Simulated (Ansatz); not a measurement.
One change: `[F][Ge][O][SiH3]` becomes `[OH][Ge][O][SiH3]`.

Ansatz, PBE0-D4/def2-TZVP geometries, multiplicity 1. Each molecule was computed in one conformer, which needn't be the lowest.

Scalar relativity is left out up to krypton.

```
                                                                                  property  `[F][Ge][O][SiH3]`
                                                       HOMO energy (B3LYP/def2-TZVPP) / eV               -8.37
                                                     HOMO–LUMO gap (B3LYP/def2-TZVPP) / eV                5.86
ideal-gas entropy at 298 K and 1 bar (rigid rotor, harmonic PBE0-D4/def2-TZVP) / J/(mol·K)                 345
                                                     LUMO energy (ωB97M-V/def2-TZVPP) / eV               -0.28
                                                         LUMO energy (PBE/def2-TZVPP) / eV               -3.05
                                                     HOMO energy (ωB97M-V/def2-TZVPP) / eV              -10.77
```

Task: What does the change do to each property? (Estimate.)

Result: The calculation gave: 
```json
{"property": "HOMO energy (B3LYP/def2-TZVPP) / eV", "`[OH][Ge][O][SiH3]`": "-7.66", "shift": "0.71"}
{"property": "HOMO–LUMO gap (B3LYP/def2-TZVPP) / eV", "`[OH][Ge][O][SiH3]`": "5.60", "shift": "-0.26"}
{"property": "ideal-gas entropy at 298 K and 1 bar (rigid rotor, harmonic PBE0-D4/def2-TZVP) / J/(mol·K)", "`[OH][Ge][O][SiH3]`": "351", "shift": "6"}
{"property": "LUMO energy (ωB97M-V/def2-TZVPP) / eV", "`[OH][Ge][O][SiH3]`": "0.15", "shift": "0.43"}
{"property": "LUMO energy (PBE/def2-TZVPP) / eV", "`[OH][Ge][O][SiH3]`": "-2.60", "shift": "0.45"}
{"property": "HOMO energy (ωB97M-V/def2-TZVPP) / eV", "`[OH][Ge][O][SiH3]`": "-10.06", "shift": "0.71"}
```

With PBE0 the HOMO rises by 0.71 eV and the LUMO rises by 0.45 eV, so the gap narrows by about 0.26 eV. PBE moves the HOMO by 0.69 eV and ωB97M-V by 0.71 eV. The zero-point energy changes by 30.6 kJ/mol with +3 modes. Modes under 60 cm⁻¹, often nearly free rotors, make the harmonic entropy too high.

B3LYP here is the variant with VWN-RPA as its local correlation; programs differ in this.
